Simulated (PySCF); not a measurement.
## Cl²⁺ (chlorine, charge +2) across methods

[Ne] 3s1 3p4, high-spin 4P determinant (an excited configuration). All numbers are calculated (PySCF 2.14, the spin-free X2C one-electron Hamiltonian (Gaussian nucleus), in ANO-RCC-VTZP (5s4p2d1f, 34 functions)).

| method | E (hartree) | mean ε 3s α (eV) | mean ε 3p α (eV) | mean ε 3p β (eV) | Σ⟨r²⟩ (bohr²) | ⟨S²⟩ |
| --- | --- | --- | --- | --- | --- | --- |
| LC-wPBE | -459.6277 | -53.303 | -38.601 | -34.601 | 15.81 | 3.752 |
| r2SCANh | -459.7336 | -49.662 | -35.070 | -30.790 | 15.87 | 3.753 |
| M06-2X | -459.7458 | -52.185 | -36.971 | -32.626 | 15.85 | 3.753 |
| PBE0 | -459.6040 | -50.237 | -35.581 | -31.486 | 15.85 | 3.752 |
| r2SCAN | -459.7369 | -48.615 | -34.404 | -30.328 | 15.86 | 3.753 |
| UHF | -459.15620 | -58.703 | -40.486 | -33.592 | 16.05 | 3.755 |
| revPBE | -459.6901 | -47.173 | -33.691 | -30.275 | 15.84 | 3.752 |
| PBE | -459.5737 | -47.144 | -33.688 | -30.283 | 15.84 | 3.752 |
| LDA | -458.2265 | -46.937 | -33.629 | -30.210 | 15.86 | 3.751 |
